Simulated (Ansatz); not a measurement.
Steps of a relaxation of `NCB(N)O` with RKS PBE-D4/def2-SVP.

```sh
$ ansatz run in.yaml --threads 4 --pin off --events-out ev --progress --plain --max-ram 10444MiB
```

```yaml
crystal:
  periodic: [false, false, false]
  atoms:
    - {symbol: N, position_ang: [-1.369800, 0.759400, 0.901200]}
    - {symbol: C, position_ang: [-0.618300, -0.352700, 0.499900]}
    - {symbol: B, position_ang: [0.485100, 0.075500, -0.559200]}
    - {symbol: N, position_ang: [1.556500, -0.958000, -1.101700]}
    - {symbol: O, position_ang: [0.638300, 1.457400, -0.998700]}
    - {symbol: H, position_ang: [-0.839800, 1.428700, 1.512600]}
    - {symbol: H, position_ang: [-2.186100, 0.457600, 1.476800]}
    - {symbol: H, position_ang: [-1.228100, -1.093500, 0.014000]}
    - {symbol: H, position_ang: [-0.132700, -0.785200, 1.439300]}
    - {symbol: H, position_ang: [1.268000, -1.885400, -0.625200]}
    - {symbol: H, position_ang: [2.429600, -0.694400, -0.761300]}
    - {symbol: H, position_ang: [0.074300, 1.535500, -1.763800]}
basis:
  gaussian: {orbitals: def2-SVP}
hamiltonian: {xc: pbe, dispersion: d4}
relax: {f_tol: 0.03, max_steps: 200}
```

Positions (Å) and forces (eV/Å) along the path, 11 of 13 steps:

```xyz
12
step=1 energy=-6842.0142 eV
N    -1.370    0.759    0.901   -2.334    2.177    1.172
C    -0.618   -0.353    0.500    2.239    0.209    0.788
B     0.485    0.075   -0.559    2.946    0.035   -1.506
N     1.556   -0.958   -1.102   -5.715   -0.343    1.388
O     0.638    1.457   -0.999    0.403   -2.420    1.520
H    -0.840    1.429    1.513   -0.314   -0.663   -0.724
H    -2.186    0.458    1.477    0.463    0.313   -0.256
H    -1.228   -1.093    0.014   -0.795   -1.068   -0.324
H    -0.133   -0.785    1.439    0.181   -0.754   -0.918
H     1.268   -1.885   -0.625    0.929    1.401   -0.807
H     2.430   -0.694   -0.761    2.656    0.694    0.566
H     0.074    1.536   -1.764   -0.659    0.419   -0.899
12
step=2 energy=-6842.8107 eV
N    -1.444    0.785    0.899   -0.712    0.577    0.347
C    -0.620   -0.328    0.505    0.849   -0.085    0.341
B     0.535    0.069   -0.516    1.158   -0.341   -1.242
N     1.461   -0.981   -1.075   -0.657    0.585    2.252
O     0.714    1.407   -0.959    0.019   -1.095    0.240
H    -0.908    1.476    1.451   -0.064   -0.204   -0.278
H    -2.212    0.478    1.518    0.190    0.065   -0.105
H    -1.231   -1.100    0.009   -0.245   -0.311   -0.117
H    -0.108   -0.862    1.371   -0.165   -0.077   -0.283
H     1.345   -1.877   -0.519    0.306    0.898   -0.739
H     2.453   -0.666   -0.955   -0.638   -0.270   -0.570
H     0.091    1.546   -1.696   -0.041    0.258    0.155
12
step=4 energy=-6843.2722 eV
N    -1.490    0.798    0.832    0.038    0.033   -0.056
C    -0.627   -0.333    0.492    0.006   -0.242   -0.032
B     0.586    0.031   -0.486   -0.272    0.082   -0.282
N     1.432   -1.013   -0.953    2.031    0.394    0.279
O     0.831    1.327   -0.949   -1.320    0.189   -1.020
H    -0.939    1.522    1.310    0.021    0.007   -0.017
H    -2.213    0.511    1.505    0.021    0.032   -0.033
H    -1.243   -1.122   -0.005    0.047    0.099   -0.013
H    -0.159   -0.883    1.362   -0.115    0.104    0.041
H     1.511   -1.864   -0.369   -0.011    0.278   -0.406
H     2.396   -0.692   -1.299   -1.652   -0.672    0.365
H    -0.009    1.662   -1.406    1.206   -0.303    1.172
12
step=5 energy=-6843.5523 eV
N    -1.465    0.836    0.804    0.209    0.043   -0.010
C    -0.652   -0.342    0.477    0.193   -0.195   -0.031
B     0.578   -0.006   -0.496   -0.048    0.420   -0.259
N     1.519   -0.991   -0.875    1.029   -0.072    0.089
O     0.772    1.269   -1.034   -1.020   -0.043   -0.340
H    -0.881    1.514    1.310    0.079    0.059   -0.056
H    -2.193    0.587    1.484   -0.151   -0.055   -0.043
H    -1.295   -1.087   -0.040   -0.060   -0.046   -0.031
H    -0.224   -0.909    1.357   -0.156    0.129   -0.061
H     1.625   -1.890   -0.399   -0.138    0.108    0.015
H     2.414   -0.696   -1.313   -0.714   -0.159    0.097
H    -0.122    1.661   -1.241    0.777   -0.190    0.630
12
step=6 energy=-6843.6939 eV
N    -1.364    0.858    0.741   -0.456   -0.131    0.190
C    -0.642   -0.395    0.463    0.304    0.476    0.012
B     0.569   -0.007   -0.505    0.104   -0.152   -0.090
N     1.556   -0.966   -0.811    0.690    0.102   -0.234
O     0.678    1.262   -1.054   -0.402   -0.193   -0.230
H    -0.783    1.483    1.316    0.128   -0.080   -0.067
H    -2.174    0.657    1.339   -0.197    0.104   -0.022
H    -1.308   -1.122   -0.051   -0.099    0.115   -0.014
H    -0.259   -0.933    1.374   -0.048    0.012   -0.101
H     1.645   -1.861   -0.331   -0.028    0.064   -0.025
H     2.374   -0.712   -1.380   -0.276   -0.162    0.159
H    -0.216    1.681   -1.066    0.280   -0.155    0.422
12
step=7 energy=-6843.7599 eV
N    -1.379    0.877    0.738    0.256    0.054    0.077
C    -0.634   -0.367    0.451   -0.035    0.032    0.204
B     0.595   -0.032   -0.522   -0.039    0.090   -0.290
N     1.625   -0.966   -0.785    0.198    0.172   -0.142
O     0.622    1.197   -1.155   -1.558    0.718    0.632
H    -0.787    1.480    1.329   -0.083   -0.041    0.019
H    -2.215    0.689    1.310    0.009    0.026   -0.138
H    -1.322   -1.075   -0.064    0.035    0.026   -0.071
H    -0.278   -0.920    1.360   -0.045    0.024   -0.019
H     1.712   -1.867   -0.322   -0.021   -0.042    0.020
H     2.387   -0.750   -1.435   -0.151   -0.068    0.151
H    -0.247    1.679   -0.872    1.434   -0.992   -0.442
12
step=8 energy=-6843.8171 eV
N    -1.304    0.932    0.764   -0.194   -0.074    0.439
C    -0.605   -0.347    0.470   -0.301   -0.103    0.049
B     0.604   -0.054   -0.543    0.085    0.304    0.072
N     1.680   -0.948   -0.772   -0.023    0.087   -0.132
O     0.563    1.163   -1.189   -0.564    0.108    0.058
H    -0.816    1.446    1.524    0.015   -0.207   -0.353
H    -2.239    0.742    1.176    0.293    0.078   -0.277
H    -1.330   -1.011   -0.060    0.027    0.118   -0.060
H    -0.329   -0.946    1.372    0.154    0.070    0.050
H     1.753   -1.864   -0.340    0.005   -0.042    0.053
H     2.401   -0.758   -1.471   -0.096   -0.010    0.091
H    -0.300    1.588   -0.898    0.598   -0.329    0.009
12
step=10 energy=-6843.8433 eV
N    -1.304    0.924    0.765   -0.051   -0.025    0.118
C    -0.612   -0.352    0.474    0.019   -0.028    0.028
B     0.607   -0.043   -0.531   -0.072   -0.026   -0.087
N     1.668   -0.948   -0.780   -0.042   -0.023    0.070
O     0.544    1.157   -1.199   -0.011    0.022    0.009
H    -0.805    1.436    1.507    0.062   -0.048   -0.098
H    -2.238    0.752    1.160    0.011    0.024   -0.093
H    -1.328   -1.010   -0.070    0.027    0.045   -0.027
H    -0.314   -0.943    1.375    0.029    0.031    0.018
H     1.752   -1.857   -0.329    0.000    0.069   -0.009
H     2.394   -0.754   -1.469    0.000    0.003   -0.002
H    -0.286    1.584   -0.870    0.027   -0.043    0.072
12
step=11 energy=-6843.8447 eV
N    -1.298    0.918    0.762    0.104    0.004   -0.032
C    -0.603   -0.357    0.476   -0.100   -0.001    0.007
B     0.604   -0.045   -0.541   -0.292    0.243    0.117
N     1.649   -0.948   -0.792    0.356   -0.287   -0.098
O     0.542    1.165   -1.189    0.012   -0.026   -0.038
H    -0.793    1.416    1.507   -0.074    0.039   -0.003
H    -2.253    0.768    1.113    0.057    0.001    0.015
H    -1.316   -1.017   -0.067   -0.002   -0.012   -0.019
H    -0.306   -0.936    1.385    0.037   -0.002   -0.020
H     1.761   -1.833   -0.302   -0.030    0.003   -0.017
H     2.371   -0.768   -1.490   -0.007    0.021    0.036
H    -0.282    1.581   -0.831   -0.060    0.018    0.051
12
step=12 energy=-6843.8486 eV
N    -1.288    0.923    0.750   -0.015   -0.016    0.033
C    -0.603   -0.358    0.478   -0.024   -0.077   -0.020
B     0.604   -0.047   -0.537   -0.104    0.151   -0.017
N     1.658   -0.952   -0.792    0.079   -0.023   -0.037
O     0.521    1.167   -1.178    0.096   -0.117   -0.014
H    -0.790    1.427    1.494    0.001    0.048    0.031
H    -2.243    0.781    1.100   -0.002    0.001    0.001
H    -1.314   -1.018   -0.068   -0.014   -0.002    0.006
H    -0.302   -0.936    1.387   -0.004    0.029   -0.001
H     1.756   -1.847   -0.317   -0.007    0.008   -0.009
H     2.384   -0.762   -1.481    0.008    0.004    0.008
H    -0.306    1.568   -0.801   -0.015   -0.006    0.018
12
step=13 energy=-6843.8499 eV
N    -1.291    0.921    0.755    0.015    0.018    0.006
C    -0.609   -0.360    0.475    0.012   -0.028   -0.009
B     0.599   -0.050   -0.542   -0.013    0.029    0.013
N     1.660   -0.951   -0.792    0.001    0.008   -0.005
O     0.527    1.162   -1.185    0.013   -0.029    0.000
H    -0.788    1.431    1.493   -0.001   -0.003   -0.006
H    -2.242    0.779    1.116   -0.012   -0.002   -0.004
H    -1.325   -1.019   -0.066   -0.007    0.004    0.009
H    -0.303   -0.935    1.384    0.001    0.001   -0.010
H     1.755   -1.849   -0.323    0.003   -0.004    0.000
H     2.395   -0.752   -1.470   -0.003    0.001    0.001
H    -0.299    1.569   -0.811   -0.009    0.006    0.003
```

Hardware: 4 threads of an Arm Neoverse V1 on a shared host. Wall time 16 s, peak host memory 0.15 GiB.
